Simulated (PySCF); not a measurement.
F6Sb (SMILES [F][Sb-]([F])([F])([F])([F])[F]), charge -1, singlet, geometry from GFN2-xTB (all electrons, no relativity); HF/STO-3G (PySCF).

PySCF was given this input:
```python
from pyscf import gto, scf

mol = gto.M(
    atom='''
F    -0.444090   -1.337550   -1.301188
Sb    0.000000   -0.000000   -0.000000
F     1.861282   -0.221980   -0.407064
F     0.133269   -1.356846    1.349279
F    -0.133269    1.356846   -1.349279
F     0.444090    1.337550    1.301188
F    -1.861282    0.221980    0.407064
''',
    basis='sto-3g',
    charge=-1,
    spin=0,
    verbose=4,
)

mf = scf.RHF(mol)
mf.kernel()
```

### Question
Predict the main parts of the log of this PySCF run.

### Answer

```
PySCF version 2.14.0

[INPUT] verbose = 4
[INPUT] num. atoms = 7
[INPUT] num. electrons = 106
[INPUT] charge = -1
[INPUT] spin (= nelec alpha-beta = 2S) = 0
[INPUT] symmetry False subgroup None
[INPUT] Mole.unit = angstrom
[INPUT] Symbol           X                Y                Z      unit          X                Y                Z       unit  Magmom
[INPUT]  1 F     -0.444090000000  -1.337550000000  -1.301188000000 AA   -0.839208474658  -2.527603177912  -2.458888956571 Bohr   0.0
[INPUT]  2 Sb     0.000000000000   0.000000000000   0.000000000000 AA    0.000000000000   0.000000000000   0.000000000000 Bohr   0.0
[INPUT]  3 F      1.861282000000  -0.221980000000  -0.407064000000 AA    3.517313220583  -0.419481405131  -0.769239475170 Bohr   0.0
[INPUT]  4 F      0.133269000000  -1.356846000000   1.349279000000 AA    0.251841910895  -2.564067333212   2.549767775627 Bohr   0.0
[INPUT]  5 F     -0.133269000000   1.356846000000  -1.349279000000 AA   -0.251841910895   2.564067333212  -2.549767775627 Bohr   0.0
[INPUT]  6 F      0.444090000000   1.337550000000   1.301188000000 AA    0.839208474658   2.527603177912   2.458888956571 Bohr   0.0
[INPUT]  7 F     -1.861282000000   0.221980000000   0.407064000000 AA   -3.517313220583   0.419481405131   0.769239475170 Bohr   0.0

nuclear repulsion = 982.897431725537
number of shells = 29
number of NR pGTOs = 171
number of NR cGTOs = 57
basis = sto-3g
ecp = {}

******** <class 'pyscf.scf.hf.RHF'> ********
method = RHF
initial guess = minao
damping factor = 0
level_shift factor = 0
DIIS = <class 'pyscf.scf.diis.CDIIS'>
diis_start_cycle = 1
diis_space = 8
diis_damp = 0
SCF conv_tol = 1e-09
SCF conv_tol_grad = None
SCF max_cycles = 50
direct_scf = True
direct_scf_tol = 1e-13
Set gradient conv threshold to 3.16228e-05
Initial guess from minao.
init E= -6820.47878228113
  HOMO = -0.907871071992682  LUMO = -0.330227271622877  gap/eV = 15.71849
cycle= 1 E= -6839.33453410631  delta_E= -18.9  |g|= 0.369  |ddm|= 3.33
  HOMO = -0.118059731134861  LUMO = 0.590216882214539  gap/eV = 19.27319
cycle= 2 E= -6839.39590240933  delta_E= -0.0614  |g|= 0.0563  |ddm|= 0.66
  HOMO = -0.111615077723447  LUMO = 0.612888290523228  gap/eV = 19.71474
cycle= 3 E= -6839.39810349252  delta_E= -0.0022  |g|= 0.0158  |ddm|= 0.134
  HOMO = -0.107794281486057  LUMO = 0.615698299927776  gap/eV = 19.68724
cycle= 4 E= -6839.3983178324  delta_E= -0.000214  |g|= 0.00113  |ddm|= 0.0543
  HOMO = -0.107593421927901  LUMO = 0.615927821622436  gap/eV = 19.68802
cycle= 5 E= -6839.39831882665  delta_E= -9.94e-07  |g|= 5.76e-05  |ddm|= 0.00385
  HOMO = -0.107596590977267  LUMO = 0.615918461984203  gap/eV = 19.68785
cycle= 6 E= -6839.39831882849  delta_E= -1.84e-09  |g|= 3.2e-06  |ddm|= 0.00014
  HOMO = -0.107596647487527  LUMO = 0.615917991320255  gap/eV = 19.68784
cycle= 7 E= -6839.39831882852  delta_E= -3.09e-11  |g|= 2.53e-07  |ddm|= 7.4e-06
  HOMO = -0.10759662335857  LUMO = 0.61591801051492  gap/eV = 19.68784
Extra cycle  E= -6839.39831882851  delta_E= 1.09e-11  |g|= 5.05e-08  |ddm|= 4.41e-07
converged SCF energy = -6839.39831882851
```
